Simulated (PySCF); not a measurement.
Two-dimensional NMR puzzle

Compound of formula C$_{6}$H$_{5}$N$_{3}$. Correlations simulated from computed shifts and the bond graph:

HSQC (one-bond C–H):
```
  δH     δC
8.44  158.2
6.89  120.4
6.61  113.7
```

COSY cross peaks (H two or three bonds apart, from the bond graph; peaks can be absent where the dihedral angle is near 90°):
```
  δH    δH
8.44  6.89
```

HMBC (two and three bonds, from the bond graph):
```
  δH                          δC
8.44         165.2, 129.5, 120.4
6.89  158.2, 129.5, 124.3, 113.7
6.61  165.2, 129.5, 124.3, 120.4
```

Carbons without hydrogens: δ 165.2, 129.5, 124.3.

No solvent, one computed conformer, non-relativistic, fast rotation and ring inversion assumed for equivalent nuclei. σ from GIAO-B97-2/pcSseg-2; coordinates at the PBE0-D3(BJ)/def2-TZVP level; PySCF.

δ = σ(ref) − σ, references computed at the same level: ¹H (σref 31.64) and ¹³C (σref 185.38) against TMS.

Exchangeable hydrogens are left out of these lists.

Question: Which molecule is this?

Answer: SMILES N#CC1=CC(N)=NC=C1.

Mapped SMILES: `[N:1]#[C:2][c:3]1[cH:4][cH:5][n:6][c:7]([NH2:8])[cH:9]1`. Hydrogens are named by the atom that carries them.

δC 165.2 is C7, an aromatic carbon bearing nitrogen. δC 158.2 is C5, an aromatic CH next to a ring nitrogen (δH 8.44). δC 129.5 is C3, a substituted aromatic carbon. δC 124.3 is C2, a nitrile carbon. δC 120.4 is C4, an aromatic CH (δH 6.89). δC 113.7 is C9, an aromatic CH (δH 6.61). HMBC from δH 8.44 reaches the proton-free carbons C7, C3. HMBC from δH 6.89 reaches the proton-free carbons C3, C2. HMBC from δH 6.61 reaches the proton-free carbons C7, C3, C2. COSY links 8.44–6.89.

The shifts were computed for this structure.

The OH or NH signal is concentration- and solvent-dependent in practice; the value given is the gas-phase one. Shifts are as computed. Against solution values, carbons near 30 ppm lie about +3 ppm off and those near 130 ppm about +7 ppm. Of 1309 compounds with measured shifts, 239 miss one by over three times the rms of a fit or turn the order of signals round; such compounds aren't used in these exercises.
